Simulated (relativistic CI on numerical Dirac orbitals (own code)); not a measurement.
Method of calculation: Dirac-Coulomb-Breit CI, KLI orbitals optimised for each configuration, model QED, unscaled Slater integrals (own radial code, finite nucleus).

The strongest absorption lines from the ground level of an ion, among the configurations computed and to levels below about 1760 eV (vacuum wavelength in nm, gf): 0.70382 (0.064), 0.70610 (0.64), 0.70676 (0.4), 0.70965 (0.28), 0.70998 (0.07), 2.8886 (2), 3.0580 (1.4), 3.2123 (0.14).

(1) Which ion is it?
A. Hf⁴⁹⁺
B. Hf⁴⁵⁺
C. Hf⁴⁷⁺
D. Gd³⁹⁺

Results:

(1) C. Hf⁴⁷⁺ has 25 electrons and the ground level 3s2 3p6 3d7 4F_9/2; the strongest line goes to 3s2 3p5 3d8 4D°_7/2. The pattern of lines fixes the number of electrons, and along that sequence the line energies rise steadily with the charge (about as its square where n changes within one kind of shell, about linearly where n is kept but much faster in heavy ions where fine structure, which grows about as Z⁴, sets the gap, and irregularly where shells cross), which fixes Z. Configurations outside the model, such as inner-shell arrays, can give stronger lines. At this charge energies of transitions that change n are usually good to better than 1 %, and those within a shell (Δn = 0) to a few per cent.

LS names give the leading component of a level, which can be under half, so a name can repeat, a term be missing and a line seem to break the LS rules.
